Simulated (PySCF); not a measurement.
A structure optimised at B3LYP-D3(BJ)/def2-SVP, used in a PySCF frequency run:

```
N
H 1 1.0178
Si 1 1.7389 2 116.48
H 3 1.4908 1 107.52 2 -167.38
H 3 1.4942 4 109.95 1 -119.97
H 3 1.4982 4 107.85 5 -116.20
Ge 1 1.8486 2 114.03 3 169.50
H 7 1.5390 1 106.63 2 165.51
H 7 1.5434 8 111.19 1 117.91
H 7 1.5480 8 109.67 9 120.39
```

**Question.** Write its SMILES and formula.

**Answer.** [SiH3][NH][GeH3], GeH7NSi

**Question.** What are its rotational constants (standard atomic weights)?

**Answer.** 23.199, 1.9798, 1.9079 GHz
